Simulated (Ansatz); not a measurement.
A nudged elastic band was laid between two geometries of CH$_{6}$MgOS (10 atoms, charge 0, multiplicity 1).

Level of theory: RKS r2SCAN-D4/def2-SVP in Ansatz.

* movable images: 5
* climbing image: yes
* spring: 5.0 eV/Å²
* optimiser: quadratic models (default)
* start path: through a guess of the saddle point
* force threshold: 0.03 eV/Å
* iteration limit: 60
* end points: relaxed

First end point:

```xyz
10
Properties=species:S:1:pos:R:3
Mg -0.191 -0.355 -0.100
O -0.927 1.553 -0.387
C 1.224 -0.693 1.411
H -1.460 1.397 -1.200
S -1.639 -0.949 -1.925
H -0.908 2.490 -0.155
H 1.367 -1.761 1.649
H 0.943 -0.198 2.359
H 2.224 -0.299 1.149
H -0.634 -1.185 -2.800
```

Last end point:

```xyz
10
Properties=species:S:1:pos:R:3
Mg -0.221 -0.348 -0.094
O -0.896 1.585 -0.397
C 1.207 -0.686 1.404
H -1.407 1.471 -1.227
S -1.692 -0.932 -1.895
H -0.761 2.522 -0.211
H 1.600 -1.719 1.413
H 0.796 -0.505 2.416
H 2.086 -0.021 1.311
H -0.712 -1.367 -2.720
```

**Question.** What changes between the two ends?

**Answer.** No bond is made or broken.

**Question.** Give the energies along the band, and the barrier.

**Answer.** It converged. The highest image is number 3 of 0 to 6, 0.0 kcal/mol above the ends, which have the same energy within 2 meV. The top lies less than 8 meV above the higher end, about what the thresholds resolve: the motion is nearly free. A vibrational analysis at the climbing image gives no mode beyond 40i cm⁻¹: the surface is too flat there to confirm a saddle point.

```json
{"image": "0", "path coordinate (Å)": "0.00", "energy (kcal/mol)": "0.0"}
{"image": "1", "path coordinate (Å)": "0.18", "energy (kcal/mol)": "0.0"}
{"image": "2", "path coordinate (Å)": "0.36", "energy (kcal/mol)": "0.0"}
{"image": "3", "path coordinate (Å)": "0.54", "energy (kcal/mol)": "0.0"}
{"image": "4", "path coordinate (Å)": "0.74", "energy (kcal/mol)": "0.0"}
{"image": "5", "path coordinate (Å)": "0.93", "energy (kcal/mol)": "0.0"}
{"image": "6", "path coordinate (Å)": "1.12", "energy (kcal/mol)": "0.0"}
```

**Question.** What is the geometry of the highest image?

**Answer.** 
```xyz
10
Properties=species:S:1:pos:R:3
Mg -0.158 -0.344 -0.099
O -0.785 1.585 -0.512
C 1.248 -0.693 1.417
H -1.431 1.347 -1.219
S -1.725 -0.964 -1.821
H -0.957 2.471 -0.170
H 1.570 -1.747 1.484
H 0.857 -0.426 2.417
H 2.167 -0.094 1.280
H -0.785 -1.135 -2.779
```

Run time: 5 min on 2 threads of Intel(R) Xeon(R) Platinum 8259CL CPU @ 2.50GHz (Skylake/Cascade Lake) (shared host), peak memory 0.18 GiB.
